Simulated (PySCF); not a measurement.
## Correlation energy of Mg (magnesium, neutral)

[Ne] 3p2, high-spin 3P determinant (an excited configuration). All numbers are calculated (PySCF 2.14, the spin-free X2C one-electron Hamiltonian (Gaussian nucleus), in x2c-TZVPPall (5s4p3d, 32 functions)). Frozen: 1s2; 10 electrons correlated.

```
  level  correlation energy (mhartree)
   CCSD                        -172.82
    (T)                          -1.22
CCSD(T)                        -174.04
```

Diagnostics: T1 = 0.0042, D1 = 0.0097, largest double amplitude 0.118.

Task: Is a single reference adequate?

Result: Mostly. T1 lies below 0.03, but a double amplitude of this size points to a near-degeneracy that CCSD handles and MP2 describes poorly.

This basis was not built for core-valence correlation, so the inner-shell part is incomplete.
